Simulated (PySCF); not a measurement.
Computed IR spectrum (relative IR intensity) of a molecule CH₇GeNO. The structure is a stationary point at PBE-D3(BJ)/def2-SVP. One conformer was computed; it need not be the lowest. Calculation: PBE-D3(BJ)/def2-SVP in PySCF. Frequencies are harmonic and unscaled.

Lines under 2 % of the strongest are left out, and lines within 2 cm⁻¹ are merged.

```
ν (cm⁻¹)  relative intensity
--------  ------------------
133                      5.1
205                       27
220                       18
290                       58
445                       68
514                       32
644                       31
656                       73
711                       32
783                       62
803                       26
898                       69
1054                     2.8
1120                      63
1334                      11
1394                     7.2
1415                      12
1442                     3.2
2068                     100
2129                      72
2904                      76
2981                      30
3033                      13
3497                     6.3
3727                      29
```

Task: Identify the compound among the candidates.
A. C[NH][GeH2][OH]
B. N[CH2][GeH2][OH]
C. [CH3][Ge@@H]([NH2])[OH]

Result: A, C[NH][GeH2][OH]
